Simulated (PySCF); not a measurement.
PySCF 2.14 output of an unrestricted PBE0 calculation on a single atom or ion in dyall-av2z, with the non-relativistic Hamiltonian (point nucleus):

```
SCF conv_tol = 1e-09
number electrons alpha = 11  beta = 9
    C. Adamo and V. Barone.,  J. Chem. Phys. 110, 6158 (1999)
    M. Ernzerhof and G. E. Scuseria.,  J. Chem. Phys. 110, 5029 (1999)
cycle= 1 E= -848.411700507421  delta_E= -0.00727  |g|= 0.0168  |ddm|= 0.0466
cycle= 2 E= -848.411732164265  delta_E= -3.17e-05  |g|= 0.0104  |ddm|= 0.0106
cycle= 3 E= -848.411751284235  delta_E= -1.91e-05  |g|= 0.00104  |ddm|= 0.00432
cycle= 4 E= -848.411751400287  delta_E= -1.16e-07  |g|= 8.08e-05  |ddm|= 0.000239
cycle= 5 E= -848.411751402374  delta_E= -2.09e-09  |g|= 1.15e-05  |ddm|= 4.15e-05
cycle= 6 E= -848.41175140241  delta_E= -3.57e-11  |g|= 4.35e-07  |ddm|= 8.2e-06
converged SCF energy = -848.41175140241  <S^2> = 2.0006172  2S+1 = 3.0004114
```

The run itself started from symmetry-adapted Hartree-Fock orbitals and held the occupation by maximum overlap, on a logarithmic radial grid, so the iterations belong to that start.

Problem. Which element, charge and spin multiplicity is this?

Solution. Ti²⁺ (titanium, charge +2), multiplicity 3; the state was [Ar] 3d2, high-spin 3F determinant.
